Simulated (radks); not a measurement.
Spin polarisation of the 4f9 shell in Tb. Start: [Xe] 4f(up 4.5, down 4.5) 6s2; electrons of 4f are moved from spin down to spin up, other shells keep equal spins. Method: scalar-relativistic Kohn-Sham, PBE, spin-polarised, spherical densities, finite nucleus; Fermi nuclear charge, rms radius of each element as measured or else 0.836 A^(1/3) + 0.57 fm; computed with a radial shooting solver on a logarithmic mesh with Libxc functionals.

moment (Bohr magnetons)  E - E(0) (eV)  e(4f up) (eV)  e(4f down) (eV)  6s down minus up (eV)
0                                0.000         -3.033           -3.033                  0.000
1                               -0.180         -3.379           -2.660                  0.029
2                               -0.719         -3.697           -2.260                  0.059
3                               -1.617         -3.985           -1.833                  0.089
4                               -2.872         -4.243           -1.379                  0.119
5                               -4.482         -4.467           -0.896                  0.151

At moment 5 the spin-polarisation energy is -4.482 eV and the 4f exchange splitting 3.571 eV, that is 0.714 eV per Bohr magneton; E = -I m^2/4 would give I = 0.717 eV.
